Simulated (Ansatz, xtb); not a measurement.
**C4H6BF3: which of two isomers lies lower**

We compare X, `BC1(C(F)(F)F)CC1`, a singlet, with Y, `B[C@@H]1C[C@H]1C(F)(F)F`, a singlet. Both are isolated molecules in the gas phase, relaxed with PBE-D3(BJ)/def2-SVP; the shapes shown needn't be the lowest conformers.

X (Å):

```csv
atom,x (Å),y (Å),z (Å)
C,-0.8797,-0.7813,0.1215
C,-2.2800,-1.3199,0.2907
C,0.0133,-1.4988,-0.9142
C,0.2743,-1.7245,0.5259
B,-0.6596,0.7294,0.3189
F,-2.7545,-1.0781,1.5360
F,-3.1383,-0.7469,-0.5864
F,-2.3540,-2.6678,0.0937
H,0.4683,1.1671,0.1831
H,-1.5709,1.4786,0.6019
H,-0.4832,-2.3022,-1.4790
H,0.6984,-0.8682,-1.4993
H,1.1513,-1.2600,0.9996
H,-0.0409,-2.6848,0.9613
```

Y (Å):

```xyz
14

C    -0.9493   -1.6954    0.6131
C    -1.0450   -1.6925   -0.9297
C    -0.5635   -0.4739   -0.2379
C    -1.4321    0.7525   -0.1608
B     0.1840   -2.5071    1.2595
F    -1.2478    1.5435   -1.2448
F    -2.7528    0.4421   -0.1035
F    -1.1421    1.4951    0.9325
H     1.2603   -2.5651    0.6877
H     0.0344   -3.0990    2.3113
H    -1.9264   -1.5986    1.1131
H    -0.3144   -2.2870   -1.4973
H    -2.0667   -1.6845   -1.3375
H     0.5051   -0.2155   -0.3011
```

Q: Which of the two would you expect CCSD(T)/def2-SVP + ΔMP2/def2-TZVPP electronic energies to favour?

A: Too close to call at this level: CCSD(T)/def2-SVP + ΔMP2/def2-TZVPP gives E(Y) − E(X) = +5.25 kJ/mol.

How the difference moves with the method:

| level | geometry | E(Y) − E(X) (kJ/mol) | departure from the last row (kJ/mol) | job, with rough time for the two |
| --- | --- | --- | --- | --- |
| GFN2-xTB | GFN2-xTB | +9.69 | +4.44 | optimisation, 0.19 s |
| HF/STO-3G | GFN2-xTB | +3.76 | −1.50 | single point, 0.58 s |
| r2SCAN-D4/def2-SVP | GFN2-xTB | +6.32 | +1.07 | single point, 4 s |
| PBE-D3(BJ)/def2-SVP | PBE-D3(BJ)/def2-SVP | +4.46 | −0.80 | optimisation, 21 s |
| HF/def2-SVP | PBE-D3(BJ)/def2-SVP | +3.45 | −1.81 | part of the CCSD(T) run |
| MP2/def2-SVP | PBE-D3(BJ)/def2-SVP | +7.32 | +2.07 | part of the CCSD(T) run |
| CCSD(T)/def2-SVP | PBE-D3(BJ)/def2-SVP | +7.05 | +1.80 | single point |
| CCSD(T)/def2-SVP + ΔMP2/def2-TZVPP | PBE-D3(BJ)/def2-SVP | +5.25 |  | single point, 76 s |

As drawn, both hold the same kinds of bond in the same numbers.

The largest departure from CCSD(T)/def2-SVP + ΔMP2/def2-TZVPP is that of GFN2-xTB, 4.44 kJ/mol. The last row adds to CCSD(T) the change of the MP2 difference between the two basis sets, here −1.80 kJ/mol.

With thermal terms from frequencies at re-optimised GFN2-xTB minima (ideal gas, soft modes damped towards free rotors, one conformer each, 298.15 K, 1 atm): the zero-point term adds −0.25 kJ/mol; ΔH is +5.33 and ΔG +3.60 kJ/mol.

The correlated steps freeze 8 core orbitals. Mirror images aren't counted in ΔG. Run with Ansatz 0.2.0, xtb 6.7.1; the last row on 2 threads of Intel(R) Xeon(R) 6975P-C (Granite Rapids) on a shared host.
